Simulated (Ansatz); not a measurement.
Mg₄O₄ was relaxed with PBE-D4 (def2-SVP) in Ansatz in these states: neutral quintet, neutral singlet, neutral triplet. The geometries follow in no particular order.

A:

Cartesian coordinates in Å:
```
Mg -1.051 0.629 0.561
Mg -0.739 2.575 -1.772
Mg 0.739 -2.575 1.772
Mg 1.051 -0.629 -0.560
O -1.642 2.344 -0.005
O 0.050 0.897 -1.133
O 1.641 -2.345 0.005
O -0.050 -0.897 1.133
```

B:

```xyz
8

Mg   -0.675    1.854   -0.971
Mg    1.937    0.940    0.448
Mg   -1.937   -0.940   -0.448
Mg    0.675   -1.854    0.971
O     1.058    2.344   -0.438
O     2.191   -0.767    1.189
O    -1.058   -2.344    0.439
O    -2.191    0.766   -1.190
```

C:

```xyz
8

Mg    2.235    0.060   -0.091
Mg    0.030    1.454    1.700
Mg   -0.030   -1.454   -1.700
Mg   -2.235   -0.060    0.091
O     1.809    1.209    1.285
O    -1.761    1.113    1.430
O    -1.809   -1.210   -1.285
O     1.761   -1.113   -1.431
```

Q: Judge from the bond lengths which geometry belongs to which state (an estimate).

A: A is the neutral quintet (Mg1–Mg3 3.865 Å, Mg2–Mg4 3.865 Å, Mg3–O7 1.998 Å); B is the neutral triplet (Mg1–Mg3 3.110 Å, Mg2–Mg4 3.110 Å, Mg3–O7 1.878 Å); C is the neutral singlet (Mg1–Mg3 3.165 Å, Mg2–Mg4 3.165 Å, Mg3–O7 1.843 Å).

At PBE0-D4/def2-TZVP a singlet lies 3.83 eV below the neutral quintet. At PBE0-D4/def2-TZVP a singlet lies 3.58 eV below the neutral triplet. These are the stationary points nearest to one start from a short search; other shapes may lie lower in each state.
